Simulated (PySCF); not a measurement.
## Computed structure and properties of [Hg2H5]−

System: [Hg2H5]− (singlet); start: displaced along the imaginary mode (C1). Method: PySCF 2.14.0, RKS B3LYP, Hg def2-SVP with ECP60, H def2-SVP; non-relativistic Hamiltonian with scalar-relativistic core potentials where named; density fitting; no spin-orbit coupling.

Input of the relaxation:

```python
mol = gto.M(atom='''
Hg    -0.00365    -0.00094     1.35417
Hg     0.00365     0.00094    -1.35417
H      1.56183    -0.00001    -0.22252
H     -0.78090     1.35259     0.06164
H     -0.78092    -1.35258     0.16088
H      0.24210     0.06234     3.01554
H     -0.24210    -0.06234    -3.01554''',
    basis={'Hg': 'def2-SVP', 'H': 'def2-SVP'},
    ecp={'Hg': 'def2-SVP'},
    charge=-1, spin=0)
mf = dft.RKS(mol, xc='B3LYP')
mf.grids.atom_grid = (50, 194)
mf = mf.density_fit()  # fitting sets: Hg def2-universal-JKFIT, H def2-universal-JKFIT
mf.conv_tol = 1e-08; mf.max_cycle = 55
mf.kernel(dm0)  # dm0: converged density of the start geometry
# quasi-Newton relaxation in Cartesian coordinates to a largest gradient under 0.00045 Eh/bohr, steps kept in the point group
```

Run from Python with OMP_NUM_THREADS=2; the lines above give its settings. Where DIIS fails, smearing, a level shift and second-order steps follow.
It took 2.2 min on 2 threads of Intel(R) Xeon(R) Platinum 8259CL CPU @ 2.50GHz (Skylake/Cascade Lake), on a shared host, from the converged density of the start.

Course of the relaxation:

| step | energy above end (eV) | largest force component within the symmetry (eV/Å) |
| --- | --- | --- |
| 0 | 0.9338 | 0.421 |
| 1 | 0.9027 | 0.473 |
| 2 | 0.6452 | 0.895 |
| 3 | 0.6098 | 1.018 |
| 4 | 0.4167 | 0.855 |
| 5 | 0.3382 | 0.632 |
| 6 | 0.2529 | 0.301 |
| 7 | 0.2181 | 0.426 |
| 28 | 0.0013 | 0.052 |
| 29 | 0.0013 | 0.061 |
| 30 | 0.0003 | 0.029 |
| 31 | 0.0001 | 0.022 |
| 32 | 0.0000 | 0.013 |
| 33 | 0.0000 | 0.013 |
(The steps between are left out.)

Relaxed geometry (C1):

```xyz
7

Hg   -0.7914   -0.5003    1.8125
Hg    0.7754    0.4984   -1.8222
H     2.4482    0.2457   -1.6606
H     0.1366    0.0203    0.0647
H    -1.1751   -2.1253    1.4895
H    -0.6929    0.9605    2.6778
H    -0.7008    0.9007   -2.5618
```

```tsv
contact	Å
Hg2–H3 (H)	1.700
Hg1–H4 (H)	2.046
Hg1–H5 (H)	1.701
Hg1–H6 (H)	1.701
Hg2–H7 (H)	1.699
```

On the finer grid (75, 302):

```json
{
  "HOMO": "-1.11 eV",
  "LUMO": "3.39 eV",
  "Dipole about the centre of mass": "0.06 D",
  "Set of Mulliken populations of Hg1 outside the core potential": "s 3.29, p 6.88, d 9.83, f 0.00",
  "D3(BJ) dispersion energy (not in the energies)": "-0.208 eV"
}
```

```tsv
atom	Mulliken (e)	Löwdin (e)	spin (e)
Hg1	-0.01	-0.06	0.00
Hg2	-0.01	-0.05	0.00
H3	-0.19	-0.19	0.00
H4	-0.22	-0.13	0.00
H5	-0.19	-0.19	0.00
H6	-0.19	-0.19	0.00
H7	-0.19	-0.19	0.00
```

On the grid (50, 194), as all that follows. Harmonic modes: 1 unstable but soft, so probably a saddle point, though modes this soft are near the noise (counted below −25 cm⁻¹); lowest -41 cm⁻¹ (negative: unstable), highest 1818 cm⁻¹, zero-point energy 0.741 eV.

Taking off one H (charge -1, singlet; the rest: singlet) in vacuum, both parts rigid, costs 5.51 eV; the small basis without counterpoise inflates it.

Rigid scan of H along the line from its metal, all other atoms held (where the atom bridges, its other bond changes as well):

```
distance to H3 (Å)  energy (eV)
              1.40        0.859
              1.50        0.320
              1.60        0.068
              1.70        0.000
              1.80        0.049
              1.90        0.171
              2.10        0.527
              2.40        1.130
              2.80        1.845
              3.30        2.506
```

One start shape was tried, so this needn't be the lowest isomer.
